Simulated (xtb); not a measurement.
C2H2F (SMILES [CH]=CF), doublet, geometry from GFN2-xTB; GFN2-xTB with ALPB(water) in xtb.

Input for xtb:
```
$ xtb mol.xyz --gfn 2 --chrg 0 --uhf 1 --alpb water --json

# file mol.xyz
5

C      0.03831317     0.37748676    -0.00198934
C      1.23935301    -0.08688495    -0.03729312
F     -1.07331666    -0.38169762     0.03330233
H     -0.24782299     1.43729641     0.00433304
H      2.24167587     0.25437132    -0.06835927
```

Problem. Predict the main parts of the log of this xtb run.

Solution. 
```
   ID    Z sym.   atoms
    1    6 C      1, 2
    2    9 F      3
    3    1 H      4, 5

           -------------------------------------------------
          |                Calculation Setup                |
           -------------------------------------------------

           -------------------------------------------------
          |                 G F N 2 - x T B                 |
           -------------------------------------------------

      * Solvation model:               ALPB
        Solvent                        water
        Parameter file                 internal GFN2-xTB/ALPB
        Dielectric constant                8.0200E+01
        Reference state                gsolv [1 M gas/solution]
        Free energy shift                  1.0808E-03 Eh       6.7819E-01 kcal/mol
        Temperature                        2.9815E+02 K
        Density                            1.0000E+00 kg/L
        Solvent mass                       1.8000E+01 g/mol
        Interaction kernel             P16
        Born radius scaling (c1)           1.4744E+00
        Born radii integrator          GBOBC
        Born offset                        0.0000E+00 a0       0.0000E+00 AA
        H-bond correction              true
        Ion screening                  false
        Surface tension                    1.0000E-05 Eh       1.5569E+01 dyn/cm
        Grid points                               230 per atom

          ...................................................
          :                      SETUP                      :
          :.................................................:
          :  # basis functions                  14          :
          :  # atomic orbitals                  14          :
          :  # shells                            8          :
          :  # electrons                        17          :
          :  max. iterations                   250          :
          :  Hamiltonian                  GFN2-xTB          :
          :  restarted?                      false          :
          :  GBSA solvation                   true          :
          :  PC potential                    false          :
          :  electronic temp.          300.0000000     K    :
          :  accuracy                    1.0000000          :
          :  -> integral cutoff          0.2500000E+02      :
          :  -> integral neglect         0.1000000E-07      :
          :  -> SCF convergence          0.1000000E-05 Eh   :
          :  -> wf. convergence          0.1000000E-03 e    :
          :  Broyden damping             0.4000000          :
          :  net charge                          0          :
          :  unpaired electrons                  1          :
          ...................................................

 iter      E             dE          RMSdq      gap      omega  full diag
   1     -9.9896394 -0.998964E+01  0.646E+00    4.07       0.0  T
   2     -9.9964478 -0.680840E-02  0.388E+00    3.68       1.0  T
   3     -9.9876089  0.883889E-02  0.207E+00    4.11       1.0  T
   4    -10.0002857 -0.126768E-01  0.279E-01    3.79       1.0  T
   5    -10.0003546 -0.688308E-04  0.876E-02    3.81       1.0  T
   6    -10.0003525  0.201945E-05  0.307E-02    3.81       1.5  T
   7    -10.0003554 -0.282391E-05  0.316E-03    3.81      14.2  T
   8    -10.0003554 -0.492396E-08  0.119E-03    3.81      37.6  T
   9    -10.0003554 -0.390588E-08  0.512E-04    3.81      87.4  T
  10    -10.0003554 -0.572552E-09  0.347E-05    3.81    1288.9  T

   *** convergence criteria satisfied after 10 iterations ***

         :::::::::::::::::::::::::::::::::::::::::::::::::::::
         ::                     SUMMARY                     ::
         :::::::::::::::::::::::::::::::::::::::::::::::::::::
         :: total energy              -9.889097978714 Eh    ::
         :: total w/o Gsasa/hb        -9.888714345291 Eh    ::
         :: gradient norm              0.015957687398 Eh/a0 ::
[...]
         ::    -> Gshift               0.001080759698 Eh    ::
         :: repulsion energy           0.111257382473 Eh    ::
         :: add. restraining           0.000000000000 Eh    ::
         :: total charge               0.000000000000 e     ::
         :::::::::::::::::::::::::::::::::::::::::::::::::::::

           -------------------------------------------------
          |                Property Printout                |
           -------------------------------------------------

    * Orbital Energies and Occupations

         #    Occupation            Energy/Eh            Energy/eV
      -------------------------------------------------------------
         1        2.0000           -0.8299261             -22.5834
         2        2.0000           -0.6436091             -17.5135
         3        2.0000           -0.5845889             -15.9075
         4        2.0000           -0.5571136             -15.1598
         5        2.0000           -0.5379091             -14.6373
         6        2.0000           -0.5180450             -14.0967
         7        2.0000           -0.4785607             -13.0223
         8        2.0000           -0.4295594             -11.6889
         9        1.0000           -0.3555577              -9.6752 (HOMO)
        10                         -0.2153820              -5.8608 (LUMO)
        11                          0.0455592               1.2397
        12                          0.1771927               4.8217
        13                          0.2905355               7.9059
        14                          0.7497153              20.4008
      -------------------------------------------------------------
                  HL-Gap            0.1401757 Eh            3.8144 eV
             Fermi-level           -0.3390142 Eh           -9.2250 eV

     #   Z          covCN         q      C6AA      α(0)
     1   6 C        2.688     0.133    25.067     8.194
     2   6 C        1.910    -0.121    34.497     9.485
     3   9 F        0.786    -0.251    11.775     4.053
     4   1 H        0.924     0.112     1.680     2.027
     5   1 H        0.927     0.127     1.557     1.951

 Mol. C6AA /au·bohr⁶  :        280.360478
 Mol. C8AA /au·bohr⁸  :       6573.378191
 Mol. α(0) /au        :         25.710592

Wiberg/Mayer (AO) data.
largest (>0.10) Wiberg bond orders for each atom

 ---------------------------------------------------------------------------
     #   Z sym  total        # sym  WBO       # sym  WBO       # sym  WBO
 ---------------------------------------------------------------------------
     1   6 C    3.867 --     2 C    2.050     3 F    0.932     4 H    0.876
     2   6 C    3.209 --     1 C    2.050     5 H    0.961     3 F    0.111
     3   9 F    1.067 --     1 C    0.932     2 C    0.111
     4   1 H    0.978 --     1 C    0.876
     5   1 H    0.984 --     2 C    0.961
 ---------------------------------------------------------------------------

Topologies differ in total number of bonds
Writing topology from bond orders to xtbtopo.mol

molecular dipole:
                 x           y           z       tot (Debye)
 q only:        0.721       0.661      -0.023
   full:        0.710       0.813      -0.023       2.744
molecular quadrupole (traceless):
                xx          xy          yy          xz          yz          zz
 q only:        0.214      -0.296       0.485      -0.027       0.006      -0.698
  q+dip:        0.961      -1.224       0.505      -0.071       0.033      -1.466
   full:        0.038      -0.624       0.692      -0.022       0.016      -0.730

           -------------------------------------------------
          | TOTAL ENERGY               -9.889097978714 Eh   |
          | GRADIENT NORM               0.015957687398 Eh/α |
          | HOMO-LUMO GAP               3.814376245263 eV   |
           -------------------------------------------------

normal termination of xtb
```
